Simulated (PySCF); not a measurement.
Species: C₆H₉BN₂O.
Atom-mapped SMILES: `[cH:1]1[cH:2][o:3][c:4]([B:5]2[NH:6][CH2:7][CH2:8][NH:9]2)[cH:10]1` (hydrogens: H11 on C1; H12 on C2; H13 on N6; H14, H15 on C7; H16, H17 on C8; H18 on N9; H19 on C10)

All values: PBE0/pcSseg-1 (PySCF, non-relativistic), on one gas-phase PBE0-D3(BJ)/def2-SVP geometry that isn't relaxed in the solvent. The solvent is an IEF-PCM continuum (Bondi radii, 1.10 Å for H, scaled by 1.2). The model holds no explicit solvent molecules, cavitation or dispersion.

Gas phase at PBE0/pcSseg-1: HOMO -6.13 eV, LUMO -0.13 eV, dipole 0.79 D.

Question: What does the continuum do to the energy, the frontier levels and the dipole at PBE0/pcSseg-1 in acetone and acetonitrile?

Answer: 
```tsv
solvent	ε	E(solvent) − E(gas) (kcal/mol)	polarisation term (kcal/mol)	distortion of the solute (kcal/mol)	HOMO (eV)	LUMO (eV)	dipole (D)
acetone	20.49	-5.78	-6.42	0.64	-6.15	-0.31	0.97
acetonitrile	35.69	-6.00	-6.70	0.70	-6.15	-0.32	0.98
```

Polarisation term: ½ Σ q·V over the induced surface charges. Distortion: the rise of the solute's own energy as its density leaves the gas-phase optimum. From acetone to acetonitrile the lowering changes by a factor 1.04, Onsager's factor (ε − 1)/(2ε + 1) by 1.03 and ε itself by 1.7.

Question: Which Hirshfeld charges (PBE0/pcSseg-1) respond most in acetone (means over atoms taken as equivalent)?

Answer: 
| atoms | environment | gas (e) | solvent (e) | change |
| --- | --- | --- | --- | --- |
| B5 | three-coordinate boron | +0.140 | +0.126 | -0.014 |
| C4 | substituted aromatic carbon | -0.023 | -0.033 | -0.010 |
| H12 | aromatic hydrogen | +0.063 | +0.072 | +0.009 |
| O3 | furan-type oxygen | -0.063 | -0.072 | -0.009 |
| H19 | aromatic hydrogen | +0.054 | +0.063 | +0.009 |
| H11 | aromatic hydrogen | +0.055 | +0.063 | +0.008 |
| H13/H18 | N–H hydrogen | +0.123 | +0.130 | +0.007 |
| N6/N9 | boron-bound nitrogen | -0.202 | -0.207 | -0.005 |
| C10 | aromatic CH carbon | -0.085 | -0.089 | -0.004 |
| C1 | aromatic CH carbon | -0.094 | -0.098 | -0.004 |
| H14/H15/H16/H17 | methylene hydrogen | +0.035 | +0.039 | +0.004 |
| C2 | aromatic CH next to a ring oxygen | +0.007 | +0.005 | -0.002 |

Question: Which Mayer bond orders change most in acetone?

Answer: 
```
  bond  length (Å)    gas  solvent  change
 N9–B5       1.423  1.143    1.168  +0.025
 B5–N6       1.418  1.173    1.192  +0.019
N9–H18       1.009  0.932    0.921  -0.011
 N6–C7       1.449  0.972    0.962  -0.010
 C8–N9       1.451  0.974    0.966  -0.008
C10–C1       1.425  1.279    1.271  -0.008
N6–H13       1.009  0.930    0.922  -0.008
 C2–O3       1.340  1.107    1.100  -0.007
```

On one thread of an Arm Neoverse N1, no GPU, shared host, this took 77 s wall and 1.1 GiB of memory at its peak. This is the whole shielding run at PBE0/pcSseg-1 in acetonitrile, SCF included.
